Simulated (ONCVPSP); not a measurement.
What one change does to a pseudopotential (cadmium, ONCV)

```json
{
 "Element": "Cd",
 "Generator": "ONCVPSP 4.0.1",
 "Type": "optimised norm-conserving Vanderbilt (ONCV)",
 "Functional": "LDA (Perdew-Wang 92)",
 "Relativity": "fully relativistic",
 "Frozen core": "[Kr]",
 "Valence charge": "12",
 "Reference configuration": "4d10 5s1.75 5p0.25",
 "Partial waves": "5s: rc 2.00 bohr, ncon 4, nbas 8, qcut 2.7 1/bohr, 2 projectors, debl 1.5 Ha; 5p: rc 2.80 bohr, ncon 4, nbas 8, qcut 2.6 1/bohr, 2 projectors, debl 2.6 Ha; 4d: rc 1.40 bohr, ncon 3, nbas 8, qcut 11.4 1/bohr, 2 projectors, debl 4 Ha",
 "Local potential": "polynomial inside 1.20 bohr (lpopt 5, dvloc0 0 Ha)",
 "Core correction": "Teter function, fcfact 2.75, rcfact 1.05"
}
```

Open shells are filled in proportion to 2j + 1.

All-electron outer shells of the reference configuration (LDA (PZ), scalar-relativistic, ld1.x):

```
shell  level (eV)  outermost node (bohr)  outermost maximum (bohr)
   4s     -106.36                   0.43                      0.79
   4p      -67.51                   0.43                      0.84
   4d      -12.40                   0.42                      0.98
   5s       -6.31                   1.06                      2.32
   5p       -1.61                   1.20                      3.21
```

Change: all radii but the core radius scaled by about 1.18 (s 2.36, p 3.30, d 1.64 bohr); local potential polynomial inside 1.42 bohr (lpopt 5, dvloc0 0 Ha).

Cutoffs: the cutoffs (Ha) at which the residual kinetic energy of the hardest occupied pseudo-wave falls to 1 and 0.1 mHa per electron; they do not see the model core or the augmentation charge, which bear on the density cutoff. Errors are all-electron minus pseudo energies relative to the spin-unpolarised reference configuration.

What does the change do?

The potential gets neither clearly harder nor softer (38 Ha and 46 Ha → 36 Ha and 42 Ha); both files keep a bound ghost (s); the lowest positive-energy flag moves from p3/2 at 25.4 eV to p3/2 at 62.2 eV; of the 3 tests that both files solve, the error grows in 2 and shrinks in 0 by more than 15 % and 0.3 meV (median size 1.6 → 2.2 meV).

```csv
quantity,base,changed
"cutoff, loose",38 Ha,36 Ha
"cutoff, tight",46 Ha,42 Ha
loose cutoff by channel,"s 6.8 Ha, p 2.1 Ha, d 38 Ha","s 6.6 Ha, p 1.3 Ha, d 36 Ha"
bound ghosts,s,s
GHOST(+) flags under 300 eV,"p3/2 at 25.4 eV, p1/2 at 30.4 eV","p3/2 at 62.2 eV, p1/2 at 65.5 eV"
tests with a reliable result,3 of 4,3 of 4
"error for 4d10 5s2 5p0, meV [ΔE -1.16 eV]",0.0,+0.2
"error for 4d10 5s1 5p0, meV [ΔE 8.46 eV]",-1.6,-2.2
"error for 4d10 5s0 5p1, meV [ΔE 14.36 eV]",+5.5,+15
"rms error of d²Exc/dni dnj with the model core, mHa",5.06,5.04
```

 A true bound ghost makes a file unfit for plane-wave use even where its test errors are small: the radial tests pick states by their node count and pass the ghost by.
